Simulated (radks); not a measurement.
Initial-state core-level shifts of neutral iron when its valence configuration changes from [Ar] 3d6 4s2. Calculated with a radial shooting solver on a logarithmic mesh with Libxc functionals: scalar-relativistic Kohn-Sham, r2SCAN, spin-polarised, spherical densities, finite nucleus; open shells are filled with parallel spins first; meta-GGA in the generalised Kohn-Sham scheme; Fermi nuclear charge, rms radius 3.7377 fm. Shifts are changes of the shell-averaged eigenvalues in eV (positive: less bound); the change of the density at the nucleus, which sets a Mossbauer isomer shift, is in e/bohr^3, on a base of 1.52e+04.

valence               1s       2p       3s       3p  density at nucleus
3d5 4s2 4p1       -7.310   -7.974   -7.067   -6.853              +4.531
3d3 4s2 4p3      -26.863  -29.772  -24.578  -23.779             +18.664
3d5.5 4s2 4p0.5   -3.531   -3.829   -3.463   -3.364              +2.110
3d6 4s1 4p1       -1.201   -1.169   -1.194   -1.190              -4.683
3d7 4s1           +4.391   +4.857   +4.482   +4.337              -6.911
3d6 4s1.5 4p0.5   -0.720   -0.696   -0.712   -0.711              -2.389
3d4.5 4s2 4p1.5  -11.869  -13.014  -11.308  -10.956              +7.690
3d6 4p2           -2.789   -2.648   -2.773   -2.776             -11.275
3d5.5 4s1.5 4p1   -4.133   -4.420   -4.055   -3.952              -0.555
